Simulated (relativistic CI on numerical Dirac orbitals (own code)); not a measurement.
**How well does a small relativistic CI reproduce Nb4+?**

Method of calculation: Dirac-Coulomb-Breit CI, orbitals from a KLI potential per configuration, model QED, valence Slater integrals scaled by 0.85, P86 correlation estimate, and configurations built on the next ion tied to the tabulated ionisation energy (semi-empirical) (own radial code, finite nucleus).

Configuration list (outside the closed core [Ar] 3d10): 4s²4p⁶4d, 4s²4p⁶5s, 4s²4p⁶5p, 4s²4p⁶5d, 4s²4p⁶6s, 4s²4p⁶4f, 4s²4p⁶5f, 4s²4p⁵4d², 4s²4p⁶6p, 4s²4p⁴4d³, 4s²4p⁶6d, 4s²4p⁶5g, 4s²4p⁵4d4f, 4s²4p⁶6f, 4s4p⁶4d², 4s²4p⁵4d5s, 4s²4p⁵4d5p, 4s4p⁶4d4f. Levels of other configurations are missing.

| Configuration | Term (tabulated) | J | Measured (cm⁻¹) | Computed | Error | Purity (%) |
| --- | --- | --- | --- | --- | --- | --- |
| 4s²4p⁶4d | 2D | 3/2 | 0.0 | 0 | 0 | 98 |
| 4s²4p⁶4d | 2D | 5/2 | 1870.0 | 1785 | -85 | 98 |
| 4s²4p⁶5s | 2S | 1/2 | 75929.0 | 78033 | 2104 | 99 |
| 4s²4p⁶5p | 2P° | 1/2 | 129196.0 | 132247 | 3051 | 100 |
| 4s²4p⁶5p | 2P° | 3/2 | 132800.0 | 135705 | 2905 | 100 |
| 4s²4p⁶5d | 2D | 3/2 | 211690.0 | 213074 | 1384 | 100 |
| 4s²4p⁶5d | 2D | 5/2 | 212237.0 | 213612 | 1375 | 100 |
| 4s²4p⁶6s | 2S | 1/2 | 228500.0 | 230286 | 1786 | 100 |

Measured levels from Moore, Atomic Energy Levels, vol. II, NSRDS-NBS 35 (1971 reprint of NBS Circular 467, 1952); pairs were made by configuration, J and term (by order where the table uses no LS term), so strongly mixed levels may be paired wrongly. The analysis dates from before 1960.

Mean error by configuration (cm⁻¹): 4s²4p⁶4d -85; 4s²4p⁶5s 2104; 4s²4p⁶5p 2978; 4s²4p⁶5d 1380; 4s²4p⁶6s 1786. Over the excited levels the mean absolute error is 1813 cm⁻¹ (7 of the 7 excited levels that our extract of the source holds in range could be paired), and the median relative error of those above 1,000 cm⁻¹ is 2.2 %.
